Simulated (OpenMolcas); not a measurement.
Ni VII.

```yaml
Program: OpenMolcas 26.06
Method: RASSCF
Basis: ANO-RCC-VQZP [7s6p4d3f2g1h]
Scalar_Hamiltonian: DKH2, point nucleus
Active_space: 10 electrons in 8 orbitals (RAS1 3p, at most 2 holes; RAS2 3d)
State_averaging: 2S+1 = 5 even, 5 roots; 2S+1 = 3 even, 45 roots; 2S+1 = 1 even, 44 roots
Spin-orbit_coupling: state interaction with AMFI integrals over the reference wave functions, term energies averaged over their components
```

Levels without dynamic correlation, in cm-1 above 3d4 5D0:

| Level | E |
| --- | --- |
| 3d4 3H4 | 35994 |
| 3d4 3P0(1) | 31164 |
| 3d4 3F2(1) | 37231 |
| 3d4 3G3 | 43236 |

On this reference, MS-RASPT2, IPEA 0.25 Eh, imaginary shift 0.1 Eh (closed shells correlated: 3s) puts 3d4 3H4 at 32080 cm-1.

**Question.** Estimate the other levels at that method by one scale factor, and say how well it serves.

**Answer.** The factor is 32080 / 35994 = 0.891. Scaled values beside those that MS-RASPT2 gives and measured ones (Corliss and Sugar, J. Phys. Chem. Ref. Data 10, 197 (1981)):
```tsv
Level	Scaled	MS-RASPT2	Miss (%)	Measured
3d4 3P0(1)	27767	30820	-9.9	30077
3d4 3F2(1)	33173	35020	-5.3	34247
3d4 3G3	38523	39030	-1.3	38160
```
For these levels the scaled values miss MS-RASPT2 by up to 9.9 %, as correlation changes each term by its own factor, spin-orbit parts do not scale and CASPT2 has its own spread within terms. This holds within one configuration; levels of others move differently, and the target method has errors of its own against measurement.

CASPT2 does not keep the components of a term degenerate, so their means are used; among the terms shown or strongly mixed into the levels shown the widest spread is 400 cm-1 (3d4 3H, MS-RASPT2). Active for correlation alone: 3p; no level in the range computed is led by a configuration that opens it, so any true level of that kind is missing. Without dynamic correlation excited terms often stand tens of per cent too high (terms of higher spin than the ground term too low), and those without a measured partner can miss by more than the paired ones (holds for RASSCF). Measured partners are found by configuration, term and J. A level has none where our copy of the source lacks it or the pairing is in doubt (some pairs that miss far off the trend of their configuration count as doubtful), and it then counts in no deviation. Levels of configurations outside the active space are missing.

A number in round brackets counts repeated terms of one configuration in the order of the reference energies.
